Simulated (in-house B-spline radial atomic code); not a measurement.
## Ionising Pd8+ with different functionals

Computed with a radial B-spline atomic code at the basis-set limit: scalar-relativistic (spin-free X2C) Hamiltonian, Fermi nucleus of rms radius 4.5318 fm, spin-polarised at highest spin, spherical fractional occupations for the functionals, the average over the highest-spin determinants for Hartree-Fock. The ionisation energy is the difference of two self-consistent energies, [Kr] 4d2 → [Kr] 4d1, without Breit or QED terms; ε is the level of the shell that loses the electron (its least bound occupied spin orbital). There is no spin-orbit coupling in this Hamiltonian.

Hybrids are left out here: with spherical fractional occupations of an open shell their exact exchange keeps a self-interaction that integer-occupation calculations don't have.

| method | rung | ΔSCF (eV) | -ε(4d) (eV) |
| --- | --- | --- | --- |
| Hartree-Fock | Hartree-Fock | 139.63 | 140.30 |
| LDA VWN5 | LDA | 141.07 | 131.17 |
| LDA PW92 | LDA | 141.06 | 131.16 |
| LDA exchange-only | LDA | 139.31 | 129.46 |
| PBE | GGA | 140.97 | 131.10 |
| PBEsol | GGA | 140.93 | 131.05 |
| BLYP | GGA | 140.78 | 130.89 |
| RPBE | GGA | 140.95 | 131.09 |
| PW91 | GGA | 141.07 | 131.19 |
| BP86 | GGA | 141.00 | 131.12 |
| AM05 | GGA | 140.93 | 131.04 |
| OLYP | GGA | 141.54 | 131.65 |
| TPSS | meta-GGA | 140.85 | 131.01 |
| SCAN | meta-GGA | 140.77 | 131.07 |
| r2SCAN | meta-GGA | 140.79 | 131.11 |
| revTPSS | meta-GGA | 140.80 | 130.96 |

Q: How do they compare with the NIST value?

A: NIST lists 141 eV ± 2.2 (tabulated theory, ground level to ground level). Errors run from -1.69 to +0.54 eV; all lie within about twice that uncertainty, so the table can't rank the methods. Hartree-Fock also lacks correlation.
